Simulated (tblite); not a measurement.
Q: Write Cartesian coordinates for `FC(F)(F)Oc1cccs1` as optimised with GFN2-xTB.

A: 
```
atom  x, y, z in Å
F1    -3.452   -0.653    0.598
C2    -2.302   -0.167    0.153
F3    -2.315   -0.288   -1.185
F4    -2.314    1.155    0.394
O5    -1.307   -0.808    0.738
C6    -0.008   -0.434    0.397
C7     0.444    0.510   -0.465
C8     1.860    0.540   -0.496
C9     2.427   -0.369    0.332
S10    1.256   -1.302    1.185
H11   -0.177    1.158   -1.055
H12    2.417    1.218   -1.115
H13    3.468   -0.558    0.500
```

Any rigid rotation of these coordinates is as good. Atoms count from 1 in this order. The 3 C–C bonds span 1.354 Å (C8–C9, aromatic) to 1.416 Å (C7–C8, aromatic), a spread of 0.062 Å. Of the pairs four or more bonds apart, F4···C7 is among the closest relative to their van der Waals radii: 2.96 Å, 93 % of the sum of Bondi's values. The 5-membered ring C6–C7–C8–C9–S10 has internal angles of 90.0° to 113.4° (sum 540°, against 540° for a flat polygon); it is planar, 0.00 Å rms from its mean plane, widest ring torsion 0°. The 2 C–O bonds span 1.320 Å (C2–O5, drawn single) to 1.394 Å (O5–C6, drawn single), a spread of 0.074 Å.

Bonds between heavy atoms (Å): F1–C2 1.325, C2–F3 1.343, C2–F4 1.343, C2–O5 1.320, O5–C6 1.394, C6–C7 1.356, C7–C8 1.416, C8–C9 1.354, C9–S10 1.724, C6–S10 1.723.

Computed geometry: GFN2-xTB, gas phase.

Point group: Cs (every atom within 0.08 Å of its image). Its GFN2-xTB frequencies are all real (lowest 17 cm⁻¹). The numbers are those of one conformer (C2–O5–C6–C7 0°).
